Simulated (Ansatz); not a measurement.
Job for Ansatz (a quantum-chemistry and plane-wave program): R-B3LYP/def2-TZVPP on F2Pb (SMILES [F][Pb][F]), a point of a bond scan (R = 2.056 Å). Elements past Kr take the def2 small-core potentials; no spin–orbit coupling.

Ansatz 0.2 input:
```yaml
crystal:
  periodic: [false, false, false]
  atoms:
    - {symbol: Pb, position_ang: [0.02962032, -0.01891666, 0.24316538]}
    - {symbol: F, position_ang: [0.64537948, 1.41035110, -1.09979278]}
    - {symbol: F, position_ang: [-0.91525349, -1.23799932, -1.11571404]}
basis:
  gaussian:
    orbitals: def2-TZVPP
    pivot_positions_ang: [[0.02962032, -0.01891666, 0.24316538], [0.64537948, 1.41035110, -1.09979278], [-0.91525349, -1.23799932, -1.11571404]]
hamiltonian:
  xc: {name: B3LYP}
scf: {lower_state_search: off}
output: {orbitals: {seedname: ./end}}
```

Output:

```
WARN ansatz: RAYON_NUM_THREADS=1 ignored (pool sized by the plan → 1); use --threads N
Functional definition: B3LYP
these checks for a lower state are left out or cut short: stability, starts, cluster_reference, orbital_swaps, neighbouring_geometries, increment
integrals: 0.03 GiB planned
742 factors; their error is unknown
mean field: 0.31 GiB planned
mean field evaluation 1: about -10681.9879 eV, gradient 6.4e1 eV
mean field evaluation 2: about -10612.0403 eV, gradient 2.1e2 eV
mean field evaluation 4: about -10688.5700 eV, gradient 5.5e0 eV
mean field evaluation 8: about -10688.6677 eV, gradient 2.6e-1 eV
mean field evaluation 16: about -10688.6677 eV, gradient 4.3e-6 eV
mean field -10688.66771223 eV, -392.8012933852 hartree, gradient 3.0e-6 eV, S^2 0.000000; 0 other end points of the search recorded, 0 dependent functions left out
reference -10688.66791715 eV, -392.8013009159 hartree; 20, 20 occupied and 92, 92 virtual orbitals, 742 factors
Total energy: -10688.66791715 eV, -392.8013009159 hartree
Checks for a lower state left out: stability, starts, cluster_reference, orbital_swaps, neighbouring_geometries, increment
```

Self-consistency was reached.

Cost: very roughly 1.0 core-seconds.
